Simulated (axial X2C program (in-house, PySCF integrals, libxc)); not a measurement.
## Spin–orbit effects down a group: homonuclear dimers, PBE0

Computed with an in-house all-electron X2C program for linear molecules (integrals from PySCF), spin-free (one-electron X2C) or two-component (2c: spin–orbit coupling with atomic mean-field Coulomb and Gaunt terms, which also bring small scalar terms), in Dyall basis sets with cores contracted in-house; open shells are unrestricted.

Basis sets: Be dyall-cv3z, Ca dyall-cv3z, Sr dyall-cv3z.

```
molecule  spin-free state  Re (Å)  ωe (cm⁻¹)  De (eV)  2c state  Re 2c (Å)  ωe 2c (cm⁻¹)  De 2c (eV)
     Be₂   M_S = 0, Λ = 0   2.506      295.6     0.28     Ω = 0      2.506         295.6        0.28
     Ca₂   M_S = 0, Λ = 0   4.217       79.0     0.20     Ω = 0      4.218          79.0        0.20
     Sr₂   M_S = 0, Λ = 0   4.623       47.5     0.18     Ω = 0      4.623          47.5        0.18
```

Q: Work out the shifts from the spin-free to the two-component result.

A: 

| molecule | 2c state | ΔRe (Å) | Δωe (cm⁻¹) | ΔDe (eV) |
| --- | --- | --- | --- | --- |
| Be₂ | Ω = 0 | 0.000 | 0.0 | 0.00 |
| Ca₂ | Ω = 0 | 0.001 | 0.0 | 0.00 |
| Sr₂ | Ω = 0 | 0.000 | 0.0 | 0.00 |

Shifts of one unit in the last digit are rounding.

Each entry is the lowest single determinant of a limited PBE0 search at one distance. De goes to single-determinant-based atoms at the same level (for ions the charge split of lowest energy) and is withheld (n/a) where an atom does not fit its ground term or J level. Main or longest-lived isotopes.
